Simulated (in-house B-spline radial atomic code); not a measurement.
A run on an ion of nuclear charge 65 with 65.2 electrons that did not converge. Method: scalar-relativistic (X2C) B97-1, spin-polarised, spherical fractional occupations, Fermi nucleus of rms radius 5.06 fm; computed with an all-electron radial atomic-structure program (B-spline basis).

Command:
```bash
python run_scf.py task.json out
```
Settings (nuclear radius in fm, mass in u):
```
Z                65
configuration    [Xe] 4f9.2 6s2
hamiltonian      x2c
method           b97_1
spin_polarised   True
nucleus          fermi
rms_radius       5.06
atomic_mass      158.92535
speed_of_light   137.035999084
```

First and last ten iterations of the last attempt (damped for 15 steps, keeping 80 % of the old Fock matrix, then DIIS):
```
 iter        energy (Eh)    residual
    1      -11663.732592    7.04e-01
    2      -11667.501227    1.26e+00
    3      -11687.617478    8.05e-01
    4      -11698.425344    4.90e-01
    5      -11703.830068    3.10e-01
    6      -11706.326595    2.04e-01
    7      -11707.396868    1.31e-01
    8      -11707.837506    8.17e-02
    9      -11708.025332    5.59e-02
   10      -11708.114803    4.16e-02
  111      -11706.528391    1.20e-01
  112      -11706.527434    1.20e-01
  113      -11706.516052    1.21e-01
  114      -11706.531289    1.20e-01
  115      -11706.520902    1.21e-01
  116      -11706.637410    1.14e-01
  117      -11705.066124    1.39e-01
  118      -11706.803378    1.57e-01
  119      -11707.611063    1.01e-01
  120      -11707.939120    6.69e-02
 not converged after 120 iterations
```

The smallest residual met was 1.4e-02; the threshold is about 6e-07. No energy from this run should be used. The likely cause: this method binds the added charge weakly or not at all at the basis-set limit, so charge moves back and forth between the atom and the box. Time taken, with all properties: 8.3 s on 1 thread of Arm Neoverse N1 (shared host).
